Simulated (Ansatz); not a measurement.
Stretching the B1–H3 bond in ammonia borane (SMILES [BH3-][NH3+]) (multiplicity 1 held, fragments rigid). Energies count from the point at 1.208 Å.
Geometry at that point (charge 0, multiplicity 1):
```xyz
8

B     -0.920     0.132    -0.020
N      0.721    -0.103     0.015
H     -1.325    -0.622    -0.873
H     -1.062     1.299    -0.298
H     -1.299    -0.150     1.093
H      0.945    -1.067     0.244
H      1.158     0.494     0.711
H      1.137     0.110    -0.886
```

R- and RO- levels are restricted; in cc, def2 and unpolarised 6-31G sets they are followed outwards from rest. Active spaces are followed from a long bond inwards. Levels need not reach the same state.

Cores are frozen in the correlated methods.

Run with Ansatz (an electronic-structure program). Each number belongs to the level named beside it.

Energies in kJ/mol.

| R (Å) | R-SCS-MP2/cc-pVDZ | R-CCSD/cc-pVDZ | R-CCSDT(Q)/cc-pVDZ | FIC-MRCISD on CASSCF(2,2)/cc-pVDZ | FIC-MRCISD+Q on CASSCF(2,2)/cc-pVDZ |
|---|---|---|---|---|---|
| 0.967 | 111 | 111 | 112 | 112 | 111 |
| 1.087 | 25 | 25 | 25 | 26 | 25 |
| 1.208 | 0 | 0 | 0 | 0 | 0 |
| 1.329 | 9 | 9 | 9 | 8 | 9 |
| 1.450 | 37 | 36 | 35 | 34 | 35 |
| 1.631 | 95 | 92 | 90 | 88 | 90 |
| 1.812 | 158 | 152 | 150 | 147 | 150 |
| 2.114 | 257 | 245 | 240 | 236 | 240 |
| 2.416 | 342 | 321 | 311 | 306 | 311 |
| 2.779 | 424 | 387 | 371 | 365 | 371 |
| 3.262 | 504 | 441 | 413 | 408 | 414 |
| 3.866 | 565 | 471 | 431 | 427 | 433 |

Doubts at one or more of the structures used: a restricted determinant that unrestricted orbitals would lower (R-SCS-MP2/cc-pVDZ, R-CCSD/cc-pVDZ, R-CCSDT(Q)/cc-pVDZ); other coupled-cluster roots lie near (R-CCSD/cc-pVDZ, R-CCSDT(Q)/cc-pVDZ); T1 above 0.05 (R-CCSD/cc-pVDZ, R-CCSDT(Q)/cc-pVDZ).
